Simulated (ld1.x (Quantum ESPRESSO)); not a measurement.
Configuration tests for tellurium (Te) (TM)

```json
{"Element": "tellurium", "Generator": "ld1.x (Quantum ESPRESSO) 7.5", "Type": "norm-conserving Troullier–Martins (Kleinman–Bylander form)", "Functional": "BP86", "Relativity": "scalar-relativistic", "Frozen core": "[Kr] 4d10", "Valence charge": "6", "Reference configuration": "5s1.75 5p4.25", "Partial waves": "5s (bound): rc 1.30 bohr; 5p (bound): rc 1.64 bohr; 5d channel at 0.2 Ry: rc 1.34 bohr", "Local potential": "all-electron potential smoothed inside 1.12 bohr (lloc = -2)", "Core correction": "a·sin(br)/r model core inside 1.65 bohr"}
```

Energies are relative to the spin-unpolarised reference configuration 5s1.75 5p4.25; without spin polarisation the order of configurations can differ from experiment.

| valence configuration | charge | ΔE all-electron (eV) | error AE − PS (meV) |
| --- | --- | --- | --- |
| 5s2 5p3 | +1 | 7.556 | +7.6 |
| 5s2 5p2 | +2 | 25.636 | +58 |
| 5s1 5p4 | +1 | 17.423 | +64 |
| 5s2 5p1 | +3 | 52.721 | +129 |
| 5s0 5p6 | 0 | 16.466 | +78 |

(1) What are ΔE and the potential's error for 5s2 5p3.5?

(2) What are ΔE and the potential's error for 5s2 5p4?

Levels in the configuration 5s2 5p3:

```json
{"level": "5s", "all-electron (eV)": "-23.605", "pseudo (eV)": "-23.547"}
{"level": "5p", "all-electron (eV)": "-13.823", "pseudo (eV)": "-13.793"}
```

Note: ghost states, extra bound levels that the all-electron valence spectrum of the same l lacks: s at -61.3 eV, d at -16.6 eV. A true bound ghost makes a file unfit for plane-wave use.

Results:

(1) ΔE = 1.658 eV all-electron; the error (AE − PS) is -0.2 meV.

(2) ΔE = -2.302 eV all-electron; the error (AE − PS) is +0.8 meV.

ld1.x printed “convergence not achieved” for 2 of the counted tests; their residual had stalled under 1e-8, short of the target of 1e-14.
